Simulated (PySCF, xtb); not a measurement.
NP, SMILES N#P.

GFN2-xTB run with xtb at its own geometry gives an orbital gap of 3.22 eV and a dipole moment of 1.89 D.

The structure is a stationary point at B3LYP-D3(BJ)/def2-TZVPD.

What does B3LYP/def2-TZVPD (PySCF) give? (An estimate is asked for; the answer gives what the named calculation found.)

gap 6.41 eV (levels -9.04 and -2.63 eV), dipole 2.91 D.
